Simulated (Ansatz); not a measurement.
Reaction (ligand exchange at a Ge–N bond): `F[SiH](Cl)[NH][GeH2][Cl]` + HBr → `[Cl][GeH2][Br]` + `N[SiH](F)Cl`

Isolated molecules relaxed with PBE0-D4/def2-TZVP in Ansatz; ΔE leaves out vibrations. CCSD(T)/CBS adds triple-zeta CCSD(T) − MP2 to the extrapolated MP2 energy (def2 sets, frozen cores). DFT in def2-TZVPP. For Br, Ge outer-core shells are correlated without core-valence functions, which leaves a few kJ/mol of doubt a bond. Scalar relativity is left out up to krypton. One conformer a species, not always the lowest.

`F[SiH](Cl)[NH][GeH2][Cl]`:

Cartesian coordinates in Å:
```
F 0.067 1.579 2.184
Si 0.850 0.571 1.233
Cl 0.598 -1.281 2.043
N 0.229 0.568 -0.344
Ge -1.012 -0.541 -1.109
Cl -0.012 -2.240 -1.981
H 2.265 0.976 1.263
H 0.648 1.223 -0.989
H -1.674 0.212 -2.265
H -1.960 -1.067 -0.035
```

HBr:

Z-matrix (Å, degrees):
```
Br
H 1 1.420
```

`[Cl][GeH2][Br]`:

```xyz
5

Cl   -1.675    1.128    0.381
Ge    0.157    0.103   -0.042
Br   -0.214   -2.155    0.115
H     0.556    0.426   -1.481
H     1.176    0.498    1.027
```

`N[SiH](F)Cl`:

Z-matrix (Å, degrees):
```
Si
F 1 1.593
Cl 1 2.039 2 105.8
N 1 1.685 2 114.5 3 -118.7
H 1 1.471 2 106.2 3 118.7
H 4 1.006 1 122.2 2 81.4
H 4 1.006 1 121.7 2 -76.3
```

| species | ωB97X-V energy (Eh) |
| --- | --- |
| `F[SiH](Cl)[NH][GeH2][Cl]` | -3443.80089 |
| HBr | -2574.52140 |
| `[Cl][GeH2][Br]` | -5112.16353 |
| `N[SiH](F)Cl` | -906.18092 |

Problem. Work out ΔE.

Solution. ΔE = (-5112.16353) + (-906.18092) − (-3443.80089) − (-2574.52140) = -0.02216 Eh = -58.2 kJ/mol. CCSD(T)/CBS gives -54.6 kJ/mol.

Largest T1 diagnostic among the species: 0.011.

In def2-TZVPP, CCSD(T) changes the Hartree–Fock value by +18.8 kJ/mol (the triples alone add +2.1 kJ/mol) and MP2 by +16.6 kJ/mol. The D4 term adds +9.9 kJ/mol with B3LYP and +5.9 kJ/mol with PBE0; it sums over pairs of atoms, weighted by their polarisabilities, and B3LYP, whose exchange is more repulsive, gets the larger term.

B3LYP here is the variant with VWN-RPA as its local correlation; programs differ in this.
